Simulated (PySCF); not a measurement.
Geometry:
| atom | x (Å) | y (Å) | z (Å) |
| --- | --- | --- | --- |
| N1 | 3.417 | 0.353 | -0.869 |
| C2 | 2.515 | -0.025 | -0.078 |
| C3 | 1.049 | -0.095 | -0.307 |
| C4 | 0.414 | -1.293 | 0.403 |
| Si5 | -1.376 | -1.666 | -0.111 |
| N6 | -2.361 | -0.270 | 0.197 |
| Si7 | -1.993 | 1.431 | 0.188 |
| Si8 | 0.301 | 1.569 | 0.319 |
| H9 | 3.080 | 0.621 | -1.794 |
| H10 | 2.848 | -0.313 | 0.916 |
| H11 | 0.864 | -0.166 | -1.386 |
| H12 | 0.473 | -1.145 | 1.483 |
| H13 | 1.009 | -2.185 | 0.187 |
| H14 | -1.922 | -2.760 | 0.697 |
| H15 | -1.402 | -2.020 | -1.540 |
| H16 | -3.347 | -0.479 | 0.220 |
| H17 | -2.575 | 2.040 | -1.023 |
| H18 | -2.725 | 2.008 | 1.325 |
| H19 | 0.896 | 2.631 | -0.506 |
| H20 | 0.828 | 1.777 | 1.676 |

[PySCF 2.14.0 with density-fitted response routines: geometry: GFN2-xTB; PBE0/pcSseg-1 with gauge-including orbitals; gas phase; one computed conformer; non-relativistic]

References, each an isolated molecule treated in the same way: ¹³C (σ = 186.93 ppm), ¹H (σ = 31.72 ppm), ²⁹Si (σ = 349.16 ppm) against TMS; ¹⁵N (σ = 267.73 ppm) against NH3.

| atoms | nucleus | count | Hirshfeld charge | δ (ppm) |
| --- | --- | --- | --- | --- |
| H20 | ¹H | 1 | -0.07 | 3.86 |
| H12 | ¹H | 1 | 0.04 | 1.11 |
| H9 | ¹H | 1 | 0.10 | ? |
| H10 | ¹H | 1 | 0.05 | 7.73 |
| C2 | ¹³C | 1 | 0.05 | ? |
| Si7 | ²⁹Si | 1 | 0.28 | ? |
| H19 | ¹H | 1 | -0.08 | ? |
| C4 | ¹³C | 1 | -0.16 | 13.8 |
| N1 | ¹⁵N | 1 | -0.24 | 345.9 |
| Si8 | ²⁹Si | 1 | 0.25 | -77.5 |
| H17 | ¹H | 1 | -0.09 | 5.22 |
| Si5 | ²⁹Si | 1 | 0.37 | -31.9 |
| H11 | ¹H | 1 | 0.04 | 1.83 |
| H16 | ¹H | 1 | 0.12 | ? |
| N6 | ¹⁵N | 1 | -0.33 | -2.0 |
| H15 | ¹H | 1 | -0.09 | 5.06 |
| C3 | ¹³C | 1 | -0.11 | ? |
| H18 | ¹H | 1 | -0.08 | 5.11 |
| H13 | ¹H | 1 | 0.04 | 1.02 |
| H14 | ¹H | 1 | -0.08 | 4.92 |

**Question.** Fill in the missing shifts.

**Answer.** 
- C2: 181.0 ppm, C=N carbon
- C3: 33.2 ppm, sp3 CH bonded to Si
- H9: 10.22 ppm, hydrogen on an imine nitrogen; exchangeable; this is the value without hydrogen bonding to other molecules
- H19: 3.64 ppm, hydrogen on a silicon bonded to C, Si, in a 6-membered ring
- H16: -0.76 ppm, hydrogen on a nitrogen bonded to 2 Si, in a 6-membered ring; exchangeable; this is the value without hydrogen bonding to other molecules
- Si7: -56.6 ppm, silicon bonded to N, Si, 2 H, in a 6-membered ring

OH and NH positions are those of a molecule without intermolecular hydrogen bonds; in solution they move with solvent, concentration and temperature, and exchange usually removes their couplings. Shifts are as computed. Against solution values, carbons near 30 ppm lie about +3 ppm off and those near 130 ppm about +5 ppm. Of 1211 compounds with measured shifts, 218 miss one by over three times the rms of a fit or turn the order of signals round; such compounds aren't used in these exercises. Experimental scales use liquid or dissolved standards, which lie at an offset from isolated NH3 (liquid NH3: subtract about 20 ppm). Unscaled 15N shifts of sp2 nitrogen come out 20 to 40 ppm too high even then.
